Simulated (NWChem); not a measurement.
# GeClF, singlet; SMILES [Ge]([F])[Cl]

```xyz
3

Ge     0.4370     0.4967     0.0000
F     -1.1469     1.2911     0.0000
Cl    -0.2155    -1.6185     0.0000
```
Atoms are numbered in this order, from 1.

Program: NWChem. Low-valent species are run as closed-shell singlets; no triplet was tried in these runs. Coordinates come from a PBE-D3(BJ)/def2-SVP optimisation.

Estimate the computed values for Hartree-Fock/def2-SVP. Quantities: highest occupied level (eV); orbital gap (eV); dipole (D).

The highest occupied level (eV) is -10.98. The orbital gap (eV) comes out as 11.14 and the dipole (D) is 2.70.
